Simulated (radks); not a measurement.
Problem. Successive ionisation energies (eV) of one element, from differences of total energies of ions in their ground configurations, starting at charge 44: 2361.2, 2417.4, 4047.9, 4176.5, 4306.5, 4438.0, 4571.0, 4705.3, 4918.6, 5058.7, 5200.2, 5343.0, 5726.3, 5850.2, 5974.6, 6099.4, 6594.3, 6727.7, 7007.0, 7125.3, 15596.2, 15933.9. Method: Dirac Kohn-Sham, relativistic LDA (MacDonald-Vosko exchange, VWN5 correlation), spin-unpolarised, spherical densities, finite nucleus; open shells fill j = l - 1/2 first; Fermi nuclear charge, rms radius 5.3658 fm; computed with a radial shooting solver on a logarithmic mesh with Libxc functionals. Which element is it?

Solution. Tungsten (Z = 74). The first species listed is W44+ in [Ar] 3d10 4s2, the last W65+ in [He] 2s2 2p5.
